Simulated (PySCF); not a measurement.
C5H7O2S (doublet state).
Geometry (GFN2-xTB, Å), atoms numbered from 1 in this order:
```
atom  x, y, z in Å
C1    -2.7293    0.2870   -0.3949
O2    -2.2174   -1.0251   -0.1815
C3    -0.9179   -1.1246   -0.1342
C4     0.3657   -0.4678   -0.2289
S5     0.9994    0.7257    1.0276
C6     2.5314    1.0986    0.0695
O7     1.4290   -0.1026    2.1617
C8     0.1542   -1.8954    0.0637
H9    -3.8128    0.1948   -0.3741
H10   -2.4053    0.6724   -1.3643
H11   -2.3966    0.9653    0.3939
H12    3.0576    0.1693   -0.1165
H13    3.1476    1.7701    0.6586
H14    2.2357    1.5671   -0.8616
H15    0.5543   -2.8270    0.3741
```

The hyperfine couplings belong to this conformer and change with its torsions.

As a line formula: `COC1=C([S@](C)=O)[CH]1` [radical].

The calculation used UKS B3LYP, pcH-1 on C H O S, non-relativistic, mean-field spin-orbit, GIAO (PySCF 2.14.0). Isolated species at its GFN2-xTB geometry (one conformer only). A GFN2-xTB geometry isn't a minimum of the functional, and hyperfine couplings can be far from their values at a DFT geometry. Stability of the SCF solution: not tested.

Principal values of hyperfine tensors in MHz (contact, dipolar and spin–orbit terms together), for some of the nuclei:

```csv
atom,isotope,A1,A2,A3
C4,13C,257.44,264.22,398.71
H15,1H,-39.26,-26.36,-10.84
C8,13C,-2.91,-0.61,73.67
C6,13C,19.66,19.88,22.68
C3,13C,-32.07,-19.79,-7.23
S5,33S,-6.22,-4.49,39.87
O7,17O,-36.41,11.13,13.75
H14,1H,-1.37,0.71,7.84
```

**Question.** Give the isotropic coupling of each nucleus in MHz and in mT (g = 2.0032), and the anisotropic part.

**Answer.** a_iso = (A1 + A2 + A3)/3, Ti = Ai − a_iso; 1 mT corresponds to 28.038 MHz. The tensors hold a spin–orbit part: the run splits a_iso into a_FC + a_SO, and T includes its anisotropic share.

| atom | a_iso (MHz) | a_FC | a_SO | a_iso (mT) | T1 | T2 | T3 |
| --- | --- | --- | --- | --- | --- | --- | --- |
| C4 | 306.79 | 306.83 | -0.04 | 10.942 | -49.35 | -42.57 | 91.92 |
| H15 | -25.49 | -25.49 | 0.00 | -0.909 | -13.77 | -0.88 | 14.65 |
| C8 | 23.38 | 23.42 | -0.04 | 0.834 | -26.29 | -24.00 | 50.29 |
| C6 | 20.74 | 20.75 | -0.01 | 0.740 | -1.08 | -0.86 | 1.94 |
| C3 | -19.70 | -19.69 | -0.01 | -0.703 | -12.37 | -0.09 | 12.47 |
| S5 | 9.72 | 9.95 | -0.23 | 0.347 | -15.94 | -14.21 | 30.15 |
| O7 | -3.84 | -3.57 | -0.27 | -0.137 | -32.57 | 14.98 | 17.59 |
| H14 | 2.40 | 2.39 | 0.01 | 0.085 | -3.76 | -1.68 | 5.44 |

**Question.** What spin density at the nucleus of O7 lies behind its contact coupling (g_N = -0.75752)?

**Answer.** a_FC = (2μ0/3) gₑ μB g_N μN ρ(0)/(2S·h) = 800.24 MHz × g_N × ρ(0)/(2S), with ρ in bohr⁻³. With a_FC = -3.57 MHz and 2S = 1, ρ(0) = 0.00589 bohr⁻³. The nuclear moment is negative, so coupling and spin density have opposite signs.

**Question.** O2 (17O, g_N = -0.75752) isn't in the table. Its spin density at the nucleus is 0.00388 bohr⁻³. What is its contact coupling?

**Answer.** By the same relation, a_FC = -2.35 MHz. Its full tensor has the principal values -4.15, -2.55, -0.37 MHz.

**Question.** Name the largest traceless tensor T of the table and describe it.

**Answer.** C4: -49.3, -42.6, 91.9 MHz, nearly axial, close to the ratio −1:−1:+2, the form that spin in one p orbital centred on that nucleus gives.

**Question.** In a single crystal, with the field along each principal axis of the tensor of H15 in turn, what first-order splitting does this nucleus give (isotropic g, quadrupole terms neglected)?

**Answer.** 2 lines (I = 1/2), spaced by |A_i|/(g × 13.996): 1.40, 0.94, 0.39 mT along the axes of A1, A2 and A3.

Time: 79 s wall (with the writing of density and orbital grids); peak memory 1.1 GiB. Hardware: an Arm Neoverse V2 with one thread, no GPU, on a shared host.

The SMILES draws the unpaired electron on C8; the largest computed Mulliken spin population is on C4 (0.57 against 0.29).
